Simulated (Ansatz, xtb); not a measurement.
**Ligand exchange: KBr + LiF → KF + LiBr**

Gas-phase species: KBr, singlet; LiF, singlet; KF, singlet; LiBr, singlet. The partners trade Br for F: K–Br and Li–F bonds give way to K–F and Li–Br.

Shapes, held fixed at every level: PBE0-D4/def2-TZVP. Programs: Ansatz 0.2.0, xtb 6.7.1. The zero-point and thermal change to 298 K, harmonic and unscaled (PBE0-D4/def2-TZVP), is -1.2 kJ/mol.

**Question.** Estimate ΔH(298 K) of this reaction.

**Answer.** The highest level, CCSD(T)/def2-TZVPP, gives ΔH(298 K) = +55.7 kJ/mol; the levels span +44.9 to +134.7. GFN0-xTB strays far from the other rows. The column of differences is taken from that level and isn't an error. No measured value is set beside it here. Relativity is left out for Br. Outer-core shells of Br, K, Li are correlated, in sets that cover them unevenly. Sets without diffuse functions underbind ionic bonds of s-block metals.

```
                level                   kind  ΔH(298 K) (kJ/mol)  less CCSD(T)/def2-TZVPP
             GFN0-xTB         semi-empirical              +134.7                    +79.0
     SPW92/def2-TZVPP                    LDA               +44.9                    -10.8
    PBE-D4/def2-TZVPP                    GGA               +45.3                    -10.4
 r2SCAN-D4/def2-TZVPP               meta-GGA               +45.8                     -9.9
r2SCAN0-D4/def2-TZVPP          global hybrid               +49.5                     -6.2
    B2PLYP/def2-TZVPP          double hybrid               +52.1                     -3.6
         MP2/def2-SVP    perturbation theory               +64.1                     +8.4
     CCSD(T)/def2-SVP  coupled cluster or CI               +63.1                     +7.4
   CCSD(T)/def2-TZVPP  coupled cluster or CI               +55.7                      0.0
```
